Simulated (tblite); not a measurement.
C22H12 (non-alternant PAH with 5- and 7-rings), SMILES c1ccc2c3ccc4cc5cccc6ccc(c1)c2c6c5c43 at step 3 of a GFN2-xTB optimisation (tblite, gas phase), coordinates in Å:

```
  1 C     3.951   -1.350    0.253
  2 C     3.990    0.066    0.334
  3 C     2.990    0.948    0.106
  4 C     1.568    0.747   -0.041
  5 C     0.797    1.933   -0.091
  6 C     0.856    3.403   -0.157
  7 C    -0.405    3.963   -0.112
  8 C    -1.392    2.922   -0.005
  9 C    -2.703    2.501    0.111
 10 C    -2.700    1.064    0.159
 11 C    -3.773    0.258    0.361
 12 C    -3.725   -1.148    0.317
 13 C    -2.699   -1.999    0.020
 14 C    -1.285   -1.868   -0.141
 15 C    -0.607   -3.050   -0.474
 16 C     0.767   -3.054   -0.520
 17 C     1.505   -1.877   -0.226
 18 C     2.919   -2.148   -0.092
 19 C     0.878   -0.579   -0.064
 20 C    -0.574   -0.628   -0.016
 21 C    -1.292    0.585    0.057
 22 C    -0.583    1.739   -0.012
 23 H     4.890   -1.839    0.468
 24 H     4.953    0.476    0.598
 25 H     3.304    1.985    0.111
 26 H     1.779    3.944   -0.217
 27 H    -0.676    5.002   -0.136
 28 H    -3.605    3.091    0.183
 29 H    -4.733    0.711    0.574
 30 H    -4.676   -1.625    0.514
 31 H    -3.035   -3.020   -0.117
 32 H    -1.141   -3.974   -0.709
 33 H     1.257   -3.999   -0.798
 34 H     3.197   -3.184   -0.242
```

(1) What are the forces on the atoms (eV/Å)?

## Answers

(1) 
```
  1 C    -0.03    0.05    0.11
  2 C    -0.09    0.01    0.17
  3 C    -0.23   -0.19   -0.03
  4 C     0.06   -0.05   -0.04
  5 C    -0.26   -0.04    0.05
  6 C     0.12   -0.51    0.14
  7 C    -0.09   -0.25    0.08
  8 C     0.69   -0.10   -0.05
  9 C     0.24   -0.17    0.06
 10 C     0.06    0.09    0.05
 11 C    -0.01   -0.15    0.19
 12 C    -0.16    0.07    0.08
 13 C     0.04   -0.11   -0.09
 14 C    -0.42   -0.14   -0.14
 15 C     0.14    0.14   -0.05
 16 C    -0.10    0.42    0.01
 17 C     0.38    0.28   -0.18
 18 C    -0.04    0.16   -0.06
 19 C    -0.28    0.03   -0.18
 20 C     0.02   -0.14   -0.14
 21 C    -0.18   -0.21   -0.06
 22 C    -0.27   -0.44   -0.04
 23 H     0.12   -0.04   -0.14
 24 H     0.13    0.07   -0.13
 25 H    -0.26    0.05    0.04
 26 H     0.08    0.24   -0.06
 27 H     0.34    0.14   -0.06
 28 H     0.18   -0.06   -0.04
 29 H    -0.03    0.00   -0.11
 30 H    -0.10   -0.09   -0.13
 31 H     0.09   -0.13    0.14
 32 H     0.04    0.43    0.20
 33 H     0.02    0.73    0.32
 34 H    -0.20   -0.10    0.10
```
